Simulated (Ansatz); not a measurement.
Program: Ansatz 0.2.0.

C₂H₆AlFO (`C[O][AlH][CH2]F`) at its PBE0-D4/def2-TZVP geometry, where that method's forces vanish. The species carries charge 0 and has multiplicity 1.

```json
{"atom": "C1", "x (Å)": "-0.144", "y (Å)": "-0.527", "z (Å)": "1.898"}
{"atom": "O2", "x (Å)": "-0.255", "y (Å)": "-1.182", "z (Å)": "0.666"}
{"atom": "Al3", "x (Å)": "-0.145", "y (Å)": "-0.799", "z (Å)": "-0.964"}
{"atom": "C4", "x (Å)": "0.245", "y (Å)": "1.055", "z (Å)": "-1.547"}
{"atom": "F5", "x (Å)": "0.403", "y (Å)": "1.916", "z (Å)": "-0.453"}
{"atom": "H6", "x (Å)": "0.657", "y (Å)": "-0.982", "z (Å)": "2.490"}
{"atom": "H7", "x (Å)": "-1.077", "y (Å)": "-0.633", "z (Å)": "2.460"}
{"atom": "H8", "x (Å)": "0.072", "y (Å)": "0.540", "z (Å)": "1.784"}
{"atom": "H9", "x (Å)": "-0.365", "y (Å)": "-1.966", "z (Å)": "-2.005"}
{"atom": "H10", "x (Å)": "1.162", "y (Å)": "1.114", "z (Å)": "-2.149"}
{"atom": "H11", "x (Å)": "-0.552", "y (Å)": "1.466", "z (Å)": "-2.180"}
```

Task: For each bond, give half the difference of the two atoms' forces along it (eV/Å; positive pushes the atoms apart) under PBE-D4, r2SCAN-D4, B3LYP-D4, ωB97M-V in def2-TZVPP. (An estimate is asked.)

Result: The calculation gave: 
| bond | length (Å) | PBE-D4 | r2SCAN-D4 | B3LYP-D4 | ωB97M-V |
| --- | --- | --- | --- | --- | --- |
| C1–O2 | 1.399 | 0.21 | 0.29 | 0.32 | 0.31 |
| C1–H6 | 1.095 | 0.09 | -0.06 | -0.10 | -0.13 |
| C1–H7 | 1.095 | 0.09 | -0.06 | -0.10 | -0.13 |
| C1–H8 | 1.095 | 0.07 | -0.06 | -0.09 | -0.11 |
| O2–Al3 | 1.678 | 0.21 | -0.05 | -0.03 | 0.00 |
| Al3–C4 | 1.983 | -0.17 | -0.10 | -0.01 | -0.05 |
| Al3–H9 | 1.579 | -0.04 | -0.05 | -0.15 | -0.18 |
| C4–F5 | 1.401 | 0.48 | 0.39 | 0.43 | 0.33 |
| C4–H10 | 1.098 | 0.10 | -0.04 | -0.12 | -0.11 |
| C4–H11 | 1.098 | 0.10 | -0.04 | -0.12 | -0.12 |

B3LYP here is the variant with VWN-RPA as its local correlation; programs differ in this.
